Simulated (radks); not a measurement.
Radial electron density D(r) = 4 pi r^2 rho(r) of an atom or ion with 51 electrons. Calculated with a radial shooting solver on a logarithmic mesh with Libxc functionals: Dirac Kohn-Sham, PBEsol, spin-unpolarised, spherical densities, finite nucleus; Fermi nuclear charge, rms radius of each element as measured or else 0.836 A^(1/3) + 0.57 fm.

```
   r/bohr * D(r) (the largest magnitude, 91, reaches the edge; | marks zero)
 0.000927 |*
 0.001246 | *
 0.001689 |  *
 0.002271 |    *
 0.003078 |       *
 0.004138 |           *
 0.005564 |                 *
  0.00754 |                         *
  0.01014 |                                 *
  0.01374 |                                       *
  0.01847 |                                          *
  0.02483 |                                        *
  0.03366 |                                     *
  0.04525 |                                       *
  0.06133 |                                                *
  0.08245 |                                                      *
   0.1109 |                                               *
   0.1502 |                                      *
    0.202 |                                           *
   0.2738 |                                           *
   0.3681 |                        *
   0.4948 |              *
   0.6707 |                 *
   0.9017 |            *
    1.222 |    *
    1.643 |  *
    2.209 | *
    2.994 |*
    4.025 *
    5.455 *
    7.334 *
```

What is the nuclear charge?

Answer. Z = 54. The innermost maximum, from 1s, lies near gamma/Z bohr with gamma = sqrt(1 - (Z/c)^2) = 0.919, here 0.017 bohr (found: 0.0188), and its height grows with Z. The density is that of the xenon ion Xe3+ in [Kr] 4d10 5s1 5p3 5d1; the configuration itself is not fixed sharply by these data, and Z only to a few units. D(r) has 4 maxima, at r = 0.0188, 0.0825, 0.235, 0.676 bohr, and minima at 0.0365, 0.155, 0.495 bohr, inside which lie 2.02, 11.18, 29.01 electrons.
